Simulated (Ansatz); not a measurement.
Ideal-gas functions of `OC(O)=[N][ZnH]` at 400 K and 1 bar, from an Ansatz frequency run at PBE0-D4/def2-TZVP.

Molar mass 126.43 g/mol, point group Cs (symmetry number 1), electronic degeneracy 1, moments of inertia 44.6, 342.657, 387.257 u Å². Harmonic wavenumbers (cm⁻¹, unscaled): 89, 107, 378, 474, 475, 500, 570, 585, 654, 761, 1023, 1142, 1314, 1427, 1805, 1979, 3846, 3874.

Use S(trans) = R[1.5 ln M + 2.5 ln T − 1.1517]; rotational temperatures θ = 24.2544 K / I; S(rot) = R[ln(√π/σ · √(T³/θAθBθC)) + 1.5]; for each mode x = 1.438777 ν̃/T, S = R[x/(eˣ − 1) − ln(1 − e⁻ˣ)] and H = RT x/(eˣ − 1); 1 cm⁻¹ = 0.0119627 kJ/mol; R = 8.31446 J/(mol·K).

By hand: the entropy, in J/(mol·K).

Translation 175.3. Rotation: θ = 0.5438, 0.0708, 0.0626 K, giving 117.0. Vibration, mode by mode: 17.82, 16.30, 6.37, 4.82, 4.80, 4.47, 3.66, 3.51, 2.89, 2.13, 1.00, 0.71, 0.43, 0.30, 0.09, 0.05, 0.00, 0.00, in all 69.4. Electronic 0.0. Sum 361.7 J/(mol·K).

By hand: H − E and G − E in kJ/mol, counted from the electronic energy.

Zero-point energy ½ × 21003 × 0.0119627 = 125.6; thermal vibration 15.1; translation, rotation and pV give 4 RT = 13.3. H − E = 154.0 kJ/mol, and G − E = 154.0 − 400 × 361.7/1000 = 9.3 kJ/mol.

Vibration gives 19 % of the entropy, 34.1 J/(mol·K) of it from the modes under 150 cm⁻¹: soft modes count most, and the harmonic formula is weakest for them. The sum counts one conformer and one mirror image; others add a mixing term.
